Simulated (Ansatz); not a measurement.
A structure relaxed at PBE-D4/def2-SVP in Ansatz, charge 0, singlet:

Cartesian coordinates in Å:
```
Al 0.472 0.549 -1.257
Al -0.531 0.559 1.226
Li 1.255 -1.476 -2.850
Li -1.523 2.159 -0.621
Li -1.081 -1.446 2.934
Li 1.372 -1.267 0.559
Li 1.250 2.364 0.495
Li -1.214 -1.442 -0.485
```

(1) Give its formula and point group.

(2) Summarise the bond lengths by kind (pairs closer than 1.2 times the sum of covalent radii, bridged metal pairs left out).

Results:

(1) the cluster Li6Al2. Point group C2v (tolerance 0.1 Å).

(2) 10 × Al–Li 2.64 to 2.72 Å; 2 × Li–Li 2.79 to 3.00 Å; 1 × Al–Al 2.68 Å.

The restricted singlet is unstable towards broken spin symmetry at other levels; at PBE-D4/def2-SVP this wasn't settled. The structure comes from a short search, and lower isomers may exist.
